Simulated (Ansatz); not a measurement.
`C[SiH2][Al]([CH3])[OH]` + H₂ → `[CH3][AlH][SiH2]C` + H₂O  (hydrogenolysis of the Al–O bond)

Computed with Ansatz on PBE0-D4/def2-TZVP structures; ΔE is electronic, products minus reactants. CBS: MP2 limit from def2 TZ/QZ plus the TZ coupled-cluster correction, frozen cores. This one scheme is used for every species. DFT in def2-TZVPP. One conformer a species, not always the lowest.

`C[SiH2][Al]([CH3])[OH]`:

Cartesian coordinates in Å:
```
C 2.124 -0.171 -0.988
Si 0.748 1.100 -0.763
Al -1.169 0.274 0.545
C -1.412 -1.574 1.107
O -2.391 1.370 1.002
H 2.530 -0.479 -0.021
H 1.748 -1.064 -1.492
H 2.941 0.239 -1.584
H 0.281 1.544 -2.114
H 1.320 2.326 -0.124
H -1.433 -2.249 0.245
H -2.341 -1.710 1.666
H -0.583 -1.906 1.740
H -2.364 2.299 0.782
```

H₂:

Cartesian coordinates in Å:
```
H 0.265 -0.238 0.109
H -0.265 0.238 -0.109
```

`[CH3][AlH][SiH2]C`:

Z-matrix (Å, degrees):
```
C
Al 1 1.956
H 1 1.096 2 110.5
H 1 1.092 2 113.7 3 121.6
H 1 1.096 2 110.3 3 -117.0
Si 2 2.462 1 122.0 3 -122.8
H 2 1.595 1 118.2 3 57.2
C 6 1.886 2 114.1 1 -0.4
H 6 1.496 2 109.7 1 121.9
H 6 1.496 2 109.8 1 -122.8
H 8 1.092 6 110.8 2 -59.9
H 8 1.092 6 111.1 2 179.9
H 8 1.092 6 110.8 2 59.7
```

H₂O:

```xyz
3

O    -0.073   -0.002    0.382
H     0.741    0.256   -0.055
H    -0.668   -0.254   -0.327
```

| level | ΔE (kJ/mol) |
| --- | --- |
| revPBE | 119.2 |
| CCSD/def2-SVP | 120.4 |

(1) What does CCSD(T)/CBS give? (Estimate.)

Largest T1 diagnostic among the species: 0.012.

## Answers

(1) Ansatz gave: +126.0 kJ/mol. The listed levels differ from it by -6.8, -5.6 kJ/mol.

From PBE to PBE0 (25 % exact exchange), in def2-TZVPP and without D4, ΔE moves by −4.2 kJ/mol. The D4 term adds +3.8 kJ/mol with B3LYP and +2.2 kJ/mol with PBE0; it sums over pairs of atoms, weighted by their polarisabilities, and B3LYP, whose exchange is more repulsive, gets the larger term. Leaving LDA and LC-ωPBE aside and taking each functional with its dispersion term where it has one, the values, not all of them listed here, spread over 15.3 kJ/mol, from B97M-V to r2SCAN-D4. LDA lies +3.2 kJ/mol from PBE without D4.

B3LYP here is the variant with VWN-RPA as its local correlation; programs differ in this.
